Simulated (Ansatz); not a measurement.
Molecule: SnF₂, charge 0, multiplicity 1. 
Geometry from a B3LYP-D3(BJ)/def2-TZVP (Ansatz, a first-principles code) optimisation:
```
Sn
F 1 1.9482
F 1 1.9482 2 96.21
```
Charge 0, spin multiplicity 1.

Quantity: atomisation energy (electronic, to ground-state atoms), in kcal/mol. Cores are frozen in the correlated levels unless marked. UHF or UKS for open shells. No spin-orbit coupling. Frozen are the shells of the preceding noble gas and the d and f shells that filled before the atom's block. In def2 rows, elements after Kr have scalar-relativistic effective core potentials. The coupled-cluster limit lacks core correlation, which all-electron functionals hold. CBS marks a two-point X^-3 extrapolation of the correlation energy; Hartree-Fock from the larger set.

| level | program | atomisation energy (kcal/mol) |
|---|---|---|
| SVWN5/def2-TZVPD | Ansatz | 289.8 |
| r2SCAN/def2-TZVPD | Ansatz | 242.1 |
| r2SCANh/def2-TZVPD | Ansatz | 235.9 |
| HSE06-D4/def2-TZVPD | Ansatz + dftd4 | … |
| LC-wPBE-D3(BJ)/def2-TZVPD | Ansatz + dftd3 | 241.1 |
| LC-wPBE-D4/def2-TZVPD | Ansatz + dftd4 | 241.5 |
| B2PLYP-D4/def2-TZVPD | Ansatz + dftd4 | 242.3 |
| RPA@PBE/def2-TZVPP | Ansatz | 210.5 |
| SCS-MP2/def2-TZVPP | Ansatz | 240.6 |
| SCS-MP2/def2-TZVPPD | Ansatz | 243.3 |
| CCSD(T)/CBS(def2-TZVPPD,def2-QZVPPD) | Ansatz | 244.4 |

**Question.** What belongs in the gaps?

**Answer.** 
- HSE06-D4/def2-TZVPD, atomisation energy (kcal/mol): 235.3
